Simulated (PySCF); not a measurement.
Run record: coupled-cluster job, `SC=[Se]`.

Method: EOM-CCSD/aug-cc-pVDZ, vertical, frozen core, gas phase (PySCF 2.14.0). Geometry: PBE0-D3(BJ)/def2-SVP. The input is one job of a driver script: a line of settings, then coordinates in Å.

Input:
```
{"job": {"kind": "eom", "basis": "aug-cc-pVDZ", "nee": 5}, "charge": 0, "multiplicity": 1}
S      1.265778     0.319733     0.171172
C     -0.447998     0.259417     0.066618
Se    -1.492360    -1.072545    -0.423970
H      1.489427    -0.952335    -0.239560
H     -0.878411     1.226459     0.367919
```

Output:
```
E(HF) = -2836.3526696265
E(MP2) = -2836.7799858601
E(CCSD) = -2836.8085113196
T1 diagnostic = 0.0171

EOM-IP-CCSD (eV)   Koopmans (eV)
   8.4878       8.9592
   9.2778       9.3545
  12.2100      13.0230
  12.4009      13.3040
  14.5162      15.7927
  14.8235      16.4301

EOM-EE-CCSD singlets (eV): 2.3196 4.3020 5.0814 5.4694 5.7873

EOM-EE-CCSD triplets (eV): 2.0805 2.4517
```

**Question.** How far is the first EOM-IP root from its Koopmans value?

**Answer.** 8.49 eV against 8.96 eV, a difference of -0.47 eV.

**Question.** What share of the CCSD correlation energy does MP2 give?

**Answer.** MP2 -0.42732 Eh against CCSD -0.45584 Eh: 93.7 %.

Summary of the converged run: CCSD correlation energy -0.4558 Eh; T1 diagnostic 0.017; first ionisation 8.49 eV.

On Arm Neoverse V2, one thread, shared host, this took 4.1 min of wall time.

One conformer stands for the species.
Labels such as C1 count atoms from 1, the log's own numbers from 0.
